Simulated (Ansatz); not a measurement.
Species: sum formula AlN2OH5 (charge 0, singlet). 
Structure (B3LYP-D3(BJ)/def2-TZVP (Ansatz, a quantum-chemistry and plane-wave program) minimum search):
```xyz
9

N     -0.9940    -1.4094    -0.3338
Al    -0.0093     0.0189    -0.0026
N      1.6762    -0.1286     0.5227
O     -0.7643     1.5293    -0.2147
H     -0.6904    -2.3656    -0.2541
H     -1.9545    -1.3686    -0.6339
H      2.1619    -1.0003     0.6607
H      2.2899     0.6430     0.7272
H     -0.3467     2.3773    -0.0703
```
Charge 0, spin multiplicity 1.

Dipole moments at this geometry, in debye (magnitudes).

```json
[
 {"level": "SVWN5/def2-TZVPD", "program": "Ansatz", "dipole (D)": "1.49"},
 {"level": "BLYP/def2-TZVPD", "program": "Ansatz", "dipole (D)": "1.45"},
 {"level": "r2SCAN/def2-TZVPD", "program": "Ansatz", "dipole (D)": "1.48"},
 {"level": "PBE0/def2-TZVPD", "program": "Ansatz", "dipole (D)": "1.50"},
 {"level": "BHLYP/def2-TZVPD", "program": "Ansatz", "dipole (D)": "?"},
 {"level": "r2SCAN0/def2-TZVPD", "program": "Ansatz", "dipole (D)": "1.52"},
 {"level": "HSE06/def2-TZVPD", "program": "Ansatz", "dipole (D)": "1.50"},
 {"level": "wB97X-V/def2-TZVPD", "program": "Ansatz", "dipole (D)": "1.52"},
 {"level": "CCSD(T)/aug-cc-pV(D+d)Z", "program": "Ansatz", "dipole (D)": "?"}
]
```

Problem. Some entries are withheld; supply them.

Solution. 
- BHLYP/def2-TZVPD, dipole (D): 1.55
- CCSD(T)/aug-cc-pV(D+d)Z, dipole (D): 1.49
